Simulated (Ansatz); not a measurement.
Frontier orbitals of `C[OH+][Al-]([Cl])([Cl])[Cl]`.

```xyz
10

C    -0.669   -0.434   -1.205
O    -0.488    0.483   -0.108
Al    0.937    0.321    1.158
Cl    0.802   -1.706    1.727
Cl    0.205    1.724    2.553
Cl    2.618    0.812   -0.002
H    -1.355    0.010   -1.924
H    -1.038   -1.391   -0.836
H     0.312   -0.561   -1.658
H    -1.324    0.741    0.296
```

Total charge 0; spin multiplicity 1. Geometry: relaxed with PBE0-D4/def2-TZVP. It is one conformer, not always the lowest. Basis def2-TZVPP, Ansatz.

Orbital energies of one run (eV). Highest occupied ones, from the top: -10.96, -11.33, -11.44, -11.67, -11.70, -11.89, -12.72, -12.96, -13.69, -14.31, -15.24, -17.30, -18.03, -19.88. Empty: 1.52, 2.73, 2.93, 3.75, 4.01, 4.34.

Question: Which functional gave them?
A. PBE0
B. ωB97X-V
C. HSE06 (plane-wave form)
D. PBE

Answer: B. HOMO energies: ωB97X-V -10.96, PBE0 -8.55, PBE -7.14, HSE06 -8.14 eV.
